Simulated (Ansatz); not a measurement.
```xyz
9

C     0.163    1.224   -1.196
N    -0.824    0.644   -0.679
Si   -0.806   -0.450    0.668
Te    1.441   -0.904    1.683
H     1.198    1.102   -0.840
H     0.020    1.898   -2.048
H    -1.616    0.157    1.751
H    -1.404   -1.723    0.206
H     1.828   -1.948    0.456
```

The species carries charge 0 and has multiplicity 1. Te: def2 effective core potential.

Task: List the B3LYP/def2-TZVPP orbital energies in eV (the Gaussian-basis code of Ansatz). (Estimate.)

Result: Ansatz gave: Occupied: -1799.70, -389.63, -278.63, -170.39, -144.17, -119.61, -119.51, -119.34, -99.53, -99.47, -99.46, -43.37, -43.32, -43.16, -43.08, -43.06, -24.91, -17.74, -17.11, -14.56, -13.02, -11.65, -10.79, -9.82, -9.09, -8.50, -7.04, -6.39. Lowest empty: -1.39, -0.82, -0.22, 0.47, 1.30, 1.60, 1.92, 2.76.

B3LYP here is the variant with VWN-RPA as its local correlation; programs differ in this.
